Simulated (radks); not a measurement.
Dynamic dipole polarisability and lines of the praseodymium ion Pr11+, [Kr] 4d10 5s2. All-electron calculation, scalar-relativistic Kohn-Sham, LB94 model potential, spin-unpolarised, spherical densities, finite nucleus; Fermi nuclear charge, rms radius of each element as measured or else 0.836 A^(1/3) + 0.57 fm. Program: a radial shooting solver on a logarithmic mesh with Libxc functionals. Time-dependent linear response with the Hartree and adiabatic LDA kernel, continuum included through the Sternheimer equations, no spin-orbit coupling, so fine structure and intercombination lines are absent. Lines are the poles of the dipole polarisability below minus the highest occupied eigenvalue, found on a grid refined at the orbital gaps; the lowest seven at most are given, and weak or close lines can be missed. The first line takes the name of the lowest orbital gap if no other gap lies below it; otherwise a line is named after a gap within 0.6 % of it, if that gap stands alone.

photon energy (eV)  alpha (bohr^3)
0                            1.749
3.360                        1.767
16.802                       2.426
30.243                      -15.13
43.684                     -0.5936
57.125                     0.03367
70.567                      0.2863
84.008                      0.4844
97.449                      0.9867
110.89                      0.8021
124.33                       2.043
137.77                       1.489
151.21                      -3.331
164.66                      -1.093
178.10                     -0.6196
191.54                     -0.3913

Lines (eV, oscillator strength): 29.026 (42.71 nm, 5s-5p), f = 1.52; 100.25 (12.37 nm, 5s-6p), f = 0.292; 127.83 (9.699 nm, unassigned), f = 1.04; 135.93 (9.121 nm, 5s-7p), f = 0.745; 144.85 (8.559 nm, unassigned), f = 7.85. Higher lines, where found, are left out when the end of the mesh affects them. Those listed give 98 % of the static polarisability (sum of f/w^2). Orbital energy gaps for comparison: 5s-5p 25.017 eV; 5s-6p 100.66 eV; 4d-4f 116.08 eV; 4d-5p 126.00 eV; 5s-7p 136.47 eV.
